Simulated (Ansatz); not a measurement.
`OB(O)O[SiH3]` + `[OH][Al]([SH])[AlH][F]` → `O[B](O[SiH3])[AlH][F]` + `[OH][Al]([OH])[SH]`  (redistribution)

Computed with Ansatz on PBE0-D4/def2-TZVP structures; ΔE is electronic, products minus reactants. CCSD(T)/CBS is the MP2 limit (def2-TZVPP, def2-QZVPP) plus CCSD(T) − MP2 in def2-TZVPP, frozen cores. This one scheme is used for every species. DFT in def2-TZVPP. B3LYP here is the variant with VWN-RPA as its local correlation; programs differ in this. Each species was taken in one conformer, which may not be the lowest.

`OB(O)O[SiH3]`:

Cartesian coordinates in Å:
```
O -0.081 -0.346 1.662
B 0.475 0.520 0.766
O 1.284 1.527 1.210
O 0.214 0.365 -0.564
Si -0.717 -0.756 -1.344
H 0.167 -0.149 2.568
H 1.615 2.069 0.490
H -0.199 -2.126 -1.103
H -2.129 -0.667 -0.896
H -0.630 -0.436 -2.789
```

`[OH][Al]([SH])[AlH][F]`:

Z-matrix (Å, degrees):
```
Al
S 1 2.192
Al 1 2.572 2 121.6
O 1 1.694 2 118.8 3 -180.0
H 2 1.345 1 92.2 3 -0.2
F 3 1.659 1 112.8 2 0.9
H 3 1.585 1 131.6 2 -179.1
H 4 0.956 1 125.7 2 -0.1
```

`O[B](O[SiH3])[AlH][F]`:

```xyz
11

O     2.436    0.016   -0.177
B     1.083   -0.010   -0.012
O     0.360    0.283   -1.121
Si   -1.244    0.402   -1.499
Al    0.160   -0.488    1.887
F    -1.496   -0.485    1.929
H     2.931   -0.194    0.616
H    -1.320    0.780   -2.928
H    -1.887    1.446   -0.663
H    -1.915   -0.904   -1.283
H     0.891   -0.845    3.252
```

`[OH][Al]([OH])[SH]`:

Z-matrix (Å, degrees):
```
Al
O 1 1.687
S 1 2.166 2 116.6
O 1 1.690 2 125.9 3 -180.0
H 2 0.954 1 126.3 3 -180.0
H 3 1.345 1 91.4 2 -180.0
H 4 0.955 1 125.7 2 0.1
```

CCSD(T)/CBS gives +44.5 kJ/mol.

Another level gave +47.0 kJ/mol. Which?
A. CCSD(T)/def2-TZVPP
B. B3LYP-D4/def2-TZVPP
C. BHLYP/def2-TZVPP
D. HF/def2-TZVPP

A. CCSD(T)/def2-TZVPP 47.0, BHLYP 52.5, B3LYP-D4 42.5, HF/def2-TZVPP 63.6 kJ/mol.

Largest T1 diagnostic among the species: 0.014.

Leaving LDA and LC-ωPBE aside and taking each functional with its dispersion term where it has one, the values, not all of them listed here, spread over 18.2 kJ/mol, from BLYP-D4 to HSE06-D4. LDA lies +5.1 kJ/mol from PBE without D4. At CCSD(T), def2-SVP lies +22.6 kJ/mol from the extrapolated value and def2-TZVPP +2.4 kJ/mol. The D4 term adds −3.8 kJ/mol with B3LYP and −2.0 kJ/mol with PBE0; it sums over pairs of atoms, weighted by their polarisabilities, and B3LYP, whose exchange is more repulsive, gets the larger term.
